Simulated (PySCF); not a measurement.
**Telling isomers of C5H4F4O apart by NMR**

- NMR shieldings at PBE0/pcSseg-1/GIAO
- GFN2-xTB structure
- run in PySCF 2.14
- non-relativistic, in vacuum, equivalent nuclei averaged, a single conformation

Scale: TMS for ¹H (31.72 ppm), ¹³C (186.93 ppm) (reference shieldings calculated alike). Splittings of carbon signals by F and P are missing where no couplings were computed. Where no couplings were computed, multiplicities follow the n + 1 count of equivalent neighbours, and m marks all less simple cases (inequivalent or close neighbours, rings, F or P nearby). Shifts are as computed. Against solution values, carbons near 30 ppm lie about +3 ppm off and those near 130 ppm about +5 ppm (rms about the fit 2.1 ppm; single classes can miss by 10 ppm). Of 1328 compounds with measured shifts, 309 miss one by over three times the rms of a fit or turn the order of signals round; such compounds aren't used in these exercises. Signals without a measured value on file couldn't be tested in this way; 1H shifts scatter by 0.2 ppm about their fit, and single ones miss by 0.5 ppm.

(1) Tabulate the signals of `F[C@H]1C=C(OC(F)(F)F)C1`, `O=C(F)C1(C(F)(F)F)CC1`, `C/C=C(/C(=O)F)C(F)(F)F`, `C=C(OCF)C(F)=C(F)F` and their relative energies.

(2) What is the quickest way to tell O=C(F)C1(C(F)(F)F)CC1 from C=C(OCF)C(F)=C(F)F?

(3) What is the quickest way to tell F[C@H]1C=C(OC(F)(F)F)C1 from C/C=C(/C(=O)F)C(F)(F)F?

(4) What is the quickest way to tell O=C(F)C1(C(F)(F)F)CC1 from C/C=C(/C(=O)F)C(F)(F)F?

Results:

(1) 
| SMILES | carbon types | δC | δH | E rel. (kcal/mol) |
| --- | --- | --- | --- | --- |
| F[C@H]1C=C(OC(F)(F)F)C1 | 2×C 2×CH 1×CH2 | 157.7, 129.9, 119.8, 82.7, 44.6 | 5.49 (m, 1H), 5.45 (m, 1H), 3.23 (m, 1H), 3.08 (m, 1H) | 31.1 |
| O=C(F)C1(C(F)(F)F)CC1 | 3×C 2×CH2 | 170.8, 133.2, 28.0, 20.3 | 1.66 (m, 2H), 1.57 (m, 2H) | 0.0 |
| C/C=C(/C(=O)F)C(F)(F)F | 3×C 1×CH 1×CH3 | 165.7, 159.1, 131.9, 128.1, 17.2 | 8.01 (m, 1H), 2.47 (d, 3H) | 0.7 |
| C=C(OCF)C(F)=C(F)F | 3×C 2×CH2 | 168.3, 154.9, 134.5, 105.2, 87.7 | 5.96 (m, 2H), 4.80 (m, 1H), 4.02 (m, 1H) | 57.3 |

Energies are electronic energies at PBE0/pcSseg-1 on these geometries, without zero-point or thermal terms, each for the one conformer computed, which needn't be the lowest.

(2) Count the carbon signals: 4 against 5. The first has a three-membered-ring carbon (C) at 28.0 ppm, the second an sp3 CH2 bonded to F and O at 105.2 ppm. Their most deshielded carbons lie at 170.8 and 168.3 ppm. In the proton spectra the most deshielded non-exchanging signals are 1.66 (m, 2H) and 5.96 (m, 2H).

(3) Both give the same number of carbon signals, but DEPT or the intensities differ. The first has an allylic sp3 CH bonded to F at 82.7 ppm, the second an allylic methyl carbon (CH3) at 17.2 ppm. Their most deshielded carbons lie at 157.7 and 165.7 ppm. In the proton spectra the most deshielded non-exchanging signals are 5.49 (m, 1H) and 8.01 (m, 1H).

(4) Count the carbon signals: 4 against 5. The first has a three-membered-ring carbon (C) at 28.0 ppm, the second a β carbon of a C=C–C=O unit (CH) at 165.7 ppm. Their most deshielded carbons lie at 170.8 and 165.7 ppm. In the proton spectra the most deshielded non-exchanging signals are 1.66 (m, 2H) and 8.01 (m, 1H).
